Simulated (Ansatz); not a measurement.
Computed with Ansatz on PBE0-D4/def2-TZVP structures; ΔE is electronic, products minus reactants. CCSD(T)/CBS adds triple-zeta CCSD(T) − MP2 to the extrapolated MP2 energy (def2 sets, frozen cores). This one scheme is used for every species. Functionals use def2-TZVPP. Open shells (•) are unrestricted, without spin–orbit coupling. def2 core potentials past Kr. For Br, Sn outer-core shells are correlated without core-valence functions, which leaves a few kJ/mol of doubt a bond. Scalar relativity is left out up to krypton. Each species was taken in one conformer, which may not be the lowest.

`[OH][SnH2][Br]` → `[OH]`• + `[Br][SnH2]`•  (homolysis of the O–Sn bond)

`[OH][SnH2][Br]`:

```xyz
6

O    -0.447   -0.728    1.301
Sn    0.419    0.215   -0.174
Br   -0.830   -0.356   -2.239
H    -1.396   -0.587    1.341
H     0.276    1.899    0.027
H     1.978   -0.443   -0.256
```

`[OH]`•:

```xyz
2

O    -0.272   -0.394   -0.086
H     0.272    0.394    0.086
```

`[Br][SnH2]`•:

```xyz
4

Br    0.953    1.904   -0.237
Sn   -0.516   -0.110   -0.246
H    -0.876   -0.422    1.410
H     0.439   -1.372   -0.926
```

Q: What is ΔE at CCSD(T)/CBS? (Best estimate.)

A: Ansatz gave: +408.7 kJ/mol.

Q: What do these levels give: BLYP-D4, B97M-V, BLYP, RPA@PBE/def2-TZVPP, SCS-MP2/def2-TZVPP, SCS-MP2/def2-QZVPP? (An estimate is asked.)

A: The calculation gave: BLYP-D4 372.7, B97M-V 388.5, BLYP 364.0, RPA@PBE/def2-TZVPP 362.5, SCS-MP2/def2-TZVPP 406.1, SCS-MP2/def2-QZVPP 419.2 kJ/mol.

Q: What do rigid-rotor, harmonic-oscillator terms from PBE0-D4/def2-TZVP frequencies (298.15 K, 1 bar) make of the CCSD(T)/CBS value? (An estimate is asked.)

A: Ansatz gave: ΔZPE = -16.4 kJ/mol, ΔH = +396.5 kJ/mol, ΔS = 150 J/(mol·K), ΔG = +351.9 kJ/mol. Open shells count their whole term as degenerate.

Largest T1 diagnostic among the species: 0.013.

From PBE to PBE0 (25 % exact exchange), in def2-TZVPP and without D4, ΔE moves by −12.1 kJ/mol: exact exchange takes away binding that semilocal exchange gives to molecules. At CCSD(T), def2-SVP lies −48.5 kJ/mol from the extrapolated value and def2-TZVPP −21.0 kJ/mol: correlation converges slowly with the basis, and small sets miss more of it in the bonded molecule than in its fragments.
